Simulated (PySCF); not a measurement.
**NMR parameters of SiH(NMe2)3**

SiH(NMe2)3, C6H19N3Si, point group C1.

Geometry:
```json
{"atom": "Si1", "x (Å)": "-0.086", "y (Å)": "0.090", "z (Å)": "0.712"}
{"atom": "H2", "x (Å)": "-0.256", "y (Å)": "0.285", "z (Å)": "2.188"}
{"atom": "N3", "x (Å)": "1.602", "y (Å)": "0.099", "z (Å)": "0.317"}
{"atom": "C4", "x (Å)": "2.173", "y (Å)": "0.839", "z (Å)": "-0.773"}
{"atom": "C5", "x (Å)": "2.530", "y (Å)": "-0.712", "z (Å)": "1.059"}
{"atom": "H6", "x (Å)": "2.984", "y (Å)": "1.514", "z (Å)": "-0.431"}
{"atom": "H7", "x (Å)": "1.402", "y (Å)": "1.460", "z (Å)": "-1.252"}
{"atom": "H8", "x (Å)": "2.607", "y (Å)": "0.180", "z (Å)": "-1.552"}
{"atom": "H9", "x (Å)": "2.031", "y (Å)": "-1.179", "z (Å)": "1.923"}
{"atom": "H10", "x (Å)": "2.964", "y (Å)": "-1.531", "z (Å)": "0.449"}
{"atom": "H11", "x (Å)": "3.376", "y (Å)": "-0.113", "z (Å)": "1.449"}
{"atom": "N12", "x (Å)": "-0.912", "y (Å)": "1.388", "z (Å)": "-0.086"}
{"atom": "C13", "x (Å)": "-1.596", "y (Å)": "1.232", "z (Å)": "-1.340"}
{"atom": "C14", "x (Å)": "-0.809", "y (Å)": "2.742", "z (Å)": "0.388"}
{"atom": "H15", "x (Å)": "-2.620", "y (Å)": "1.652", "z (Å)": "-1.298"}
{"atom": "H16", "x (Å)": "-1.685", "y (Å)": "0.164", "z (Å)": "-1.591"}
{"atom": "H17", "x (Å)": "-1.074", "y (Å)": "1.733", "z (Å)": "-2.182"}
{"atom": "H18", "x (Å)": "-0.367", "y (Å)": "2.765", "z (Å)": "1.396"}
{"atom": "H19", "x (Å)": "-0.177", "y (Å)": "3.381", "z (Å)": "-0.264"}
{"atom": "H20", "x (Å)": "-1.804", "y (Å)": "3.224", "z (Å)": "0.451"}
{"atom": "N21", "x (Å)": "-0.777", "y (Å)": "-1.441", "z (Å)": "0.287"}
{"atom": "C22", "x (Å)": "-2.043", "y (Å)": "-1.853", "z (Å)": "0.828"}
{"atom": "C23", "x (Å)": "-0.217", "y (Å)": "-2.328", "z (Å)": "-0.696"}
{"atom": "H24", "x (Å)": "-2.850", "y (Å)": "-1.866", "z (Å)": "0.067"}
{"atom": "H25", "x (Å)": "-2.361", "y (Å)": "-1.169", "z (Å)": "1.631"}
{"atom": "H26", "x (Å)": "-1.988", "y (Å)": "-2.871", "z (Å)": "1.263"}
{"atom": "H27", "x (Å)": "0.759", "y (Å)": "-1.947", "z (Å)": "-1.034"}
{"atom": "H28", "x (Å)": "-0.060", "y (Å)": "-3.345", "z (Å)": "-0.286"}
{"atom": "H29", "x (Å)": "-0.866", "y (Å)": "-2.436", "z (Å)": "-1.589"}
```

GIAO calculations in PySCF 2.14 on the PBE0-D3(BJ)/def2-SVP structure: isolated species, non-relativistic, equivalent atoms averaged; basis pcSseg-1.

**Question.** Give the isotropic shieldings (ppm) with B3LYP, PBE0.

**Answer.** 
| atoms | environment | B3LYP | PBE0 |
| --- | --- | --- | --- |
| Si1 | silicon bonded to 3 N, H | 366.9 | 376.5 |
| N3/N12/N21 | nitrogen bonded to 2 C, Si | 228.6 | 235.4 |
| C4/C5/C13/C14/C22/C23 | carbon bonded to N, 3 H | 142.1 | 148.0 |
| H2 | hydrogen on a silicon bonded to 3 N | 27.01 | 26.80 |
| H6/H7/H8/H9/H10/H11/H15/H16/H17/H18/H19/H20/H24/H25/H26/H27/H28/H29 | hydrogen on a carbon bonded to N | 28.99 | 28.90 |
| HOMO–LUMO gap (eV) | – | 6.48 | 7.01 |

**Question.** And the chemical shifts, against references computed in the same way?

**Answer.** 
| atoms | nucleus, reference | B3LYP | PBE0 |
| --- | --- | --- | --- |
| Si1 | 29Si, TMS | -29.0 | -24.5 |
| N3/N12/N21 | 15N, NH3 | 34.9 | 30.3 |
| C4/C5/C13/C14/C22/C23 | 13C, TMS | 37.1 | 36.5 |
| H2 | 1H, TMS | 4.38 | 4.46 |
| H6/H7/H8/H9/H10/H11/H15/H16/H17/H18/H19/H20/H24/H25/H26/H27/H28/H29 | 1H, TMS | 2.39 | 2.37 |

**Question.** Which part of the shielding of Si1 depends on the functional?

**Answer.** Diamagnetic: B3LYP 887, PBE0 887 ppm; paramagnetic: B3LYP -521, PBE0 -511 ppm. The diamagnetic part, set mainly by inner electrons, hardly moves; the paramagnetic part goes with low-lying magnetically allowed excitations and carries the spread.

Experimental scales use liquid or dissolved standards, which lie at an offset from isolated NH3 (liquid NH3: subtract about 20 ppm).
